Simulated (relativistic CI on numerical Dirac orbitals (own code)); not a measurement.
# The spin-orbit constant of Cu V from its measured fine structure

Problem. The ground term 4F of Cu V (3s2.3p6.3d7) has the measured levels J = 3/2: 3528.1, J = 5/2: 2759.3, J = 7/2: 1615.9, J = 9/2: 0.0 cm⁻¹ (Sugar and Musgrove, J. Phys. Chem. Ref. Data 19, 527 (1990)). Test the interval rule and estimate ζ(3d).

Working.
1. In LS coupling E(J) − E(J − 1) = AJ. The intervals give A = -307.5 (J = 5/2), -326.7 (J = 7/2), -359.1 (J = 9/2) cm⁻¹.
2. These values spread by 15 % of their mean, from second-order spin-orbit mixing with other terms and from spin-spin terms.
3. The whole width divided by the sum of the upper J values gives a mean A = -336.0 cm⁻¹.
4. For the Hund term of a shell that is more than half full, A = −ζ/2S with 2S = 3, so ζ = 1008 cm⁻¹.

Check. The value calculated from Dirac-Coulomb-Breit radial functions of this configuration is ζ = 971 cm⁻¹, 4 % below the estimate from measurement. The same recipe applied to the calculated levels returns 980 cm⁻¹, which shows the bias of the recipe itself. Where the interval rule fails, the estimate is only rough.
